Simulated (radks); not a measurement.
Rh9+, configuration [Kr].

All-electron calculation, Dirac Kohn-Sham, LB94 model potential, spin-unpolarised, spherical densities, finite nucleus; Fermi nuclear charge, rms radius 4.4945 fm. Program: a radial shooting solver on a logarithmic mesh with Libxc functionals.

Energy parts (hartree):
kinetic: 4983.11219
electron-nucleus: -11329.82191
Hartree: 1717.17066
(The LB94 potential has no energy functional, so no total or exchange-correlation energy is given.)

Orbitals (lengths in bohr, moments of r in powers of bohr; <r^-3> diverges for s and p1/2):
| orbital | occ. | eigenvalue (hartree) | <r> | <r^-3> | <1/r> | <r^2> | small-component weight |
|---|---|---|---|---|---|---|---|
| 1s1/2 | 2 | -857.1452 | 0.03258 | - | 47.10 | 0.001433 | 2.71e-02 |
| 2s1/2 | 2 | -130.2918 | 0.1412 | - | 10.81 | 0.02354 | 5.64e-03 |
| 2p1/2 | 2 | -121.3025 | 0.1199 | - | 10.81 | 0.01764 | 5.67e-03 |
| 2p3/2 | 4 | -115.9223 | 0.1247 | 3050 | 10.21 | 0.01897 | 5.46e-03 |
| 3s1/2 | 2 | -28.63006 | 0.3896 | - | 3.741 | 0.1736 | 1.55e-03 |
| 3p1/2 | 2 | -25.08073 | 0.3816 | - | 3.656 | 0.1692 | 1.50e-03 |
| 3p3/2 | 4 | -24.15657 | 0.3922 | 531.7 | 3.511 | 0.1785 | 1.45e-03 |
| 3d3/2 | 4 | -17.86561 | 0.3649 | 81.51 | 3.357 | 0.1588 | 1.35e-03 |
| 3d5/2 | 6 | -17.67997 | 0.3683 | 77.10 | 3.319 | 0.1617 | 1.33e-03 |
| 4s1/2 | 2 | -8.95767 | 0.9222 | - | 1.508 | 0.9575 | 4.39e-04 |
| 4p1/2 | 2 | -7.80159 | 0.9671 | - | 1.417 | 1.059 | 4.00e-04 |
| 4p3/2 | 4 | -7.61999 | 0.9892 | 104.9 | 1.375 | 1.107 | 3.85e-04 |
| 4d3/2 | 0 | -5.75499 | 1.103 | 13.14 | 1.194 | 1.392 | 3.05e-04 |
| 4d5/2 | 0 | -5.72531 | 1.110 | 12.43 | 1.185 | 1.409 | 3.02e-04 |
| 5s1/2 | 0 | -4.32867 | 1.795 | - | 0.7694 | 3.594 | 1.78e-04 |

The highest occupied level is 4p3/2 at -207.35 eV. For comparison, the ionisation energy in NIST's Atomic Spectra Database is 207.51 eV (semi-empirical). In exact Kohn-Sham theory the highest level is minus the ionisation energy, but local and semilocal functionals leave it too shallow, through self-interaction and a potential that decays too fast; potentials with the right tail come closer. The density falls to 0.001 e/bohr^3 at r = 2.24 bohr.
